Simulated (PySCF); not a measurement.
The same groups moved round the core (butadiene boryl). Isolated molecules, 0 K electronic values unless said otherwise. One relaxed conformer stands for each flexible species; it need not be the lowest. Strings in code marks are SMILES.

The numbers are results of PBE-D3(BJ)/def2-TZVP // B3LYP-D3(BJ)/def2-TZVP (PySCF), not measurements. All candidates: neutral, multiplicity 1. 

```json
{
 "HOMO": "-6.15 eV",
 "HOMO–LUMO gap": "3.10 eV",
 "LUMO": "-3.05 eV"
}
```

Task: Name which member has these values.
A) `B/C=C\C=C`
B) `B/C=C/C=C`
C) `BC(=C)C=C`

Result: C, `BC(=C)C=C`. The others give `B/C=C/C=C`: -6.48 eV, 3.21 eV, -3.26 eV; `B/C=C\C=C`: -6.40 eV, 3.15 eV, -3.25 eV
